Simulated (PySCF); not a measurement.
## Electron correlation in Mg(2+) (magnesium, charge +2)

[Ne], closed-shell 1S. Computed with PySCF 2.14 in def2-QZVPPD, with the non-relativistic Hamiltonian (point nucleus). Frozen: 1s2; 8 electrons correlated.

| level | correlation energy (mhartree) |
| --- | --- |
| CCSD | -192.62 |
| (T) | -1.79 |
| CCSD(T) | -194.41 |

Diagnostics: T1 = 0.0029, D1 = 0.0045, largest double amplitude 0.013.

Cost of the coupled-cluster step: roughly 1 core-seconds, for 8 correlated electrons.

This basis was not built for core-valence correlation, so the inner-shell part is incomplete.
